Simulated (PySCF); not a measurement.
Computed shifts of a molecule C3H10BNO, HF/pcSseg-1 run with PySCF, GIAO, gas phase, equivalent atoms averaged, in ppm (number of nuclei): ¹³C: 35.3 (1), 24.1 (1), 3.9 (1). ¹⁵N: 89.4 (1). ¹H: 3.69 (1), 3.32 (1), 2.68 (1), 2.36 (1), 1.40 (3), 0.44 (3). References: ¹³C against TMS (σ = 192.6 ppm); ¹⁵N against NH3 (σ = 267.3 ppm); ¹¹B against BF3 (σ = 102.7 ppm); ¹⁷O against H2O (σ = 333.0 ppm); ¹H against TMS (σ = 31.99 ppm), references at their B3LYP-D3(BJ)/def2-TZVP geometries, non-relativistic. The structure is a stationary point at B3LYP-D3(BJ)/def2-SVP. The values are those of a single conformer.

**Question.** Which molecule gave these data?
(A) COBN(C)C
(B) CC(C)B(N)O
(C) COCB(C)N
(D) CCNB(C)O

**Answer.** D, CCNB(C)O
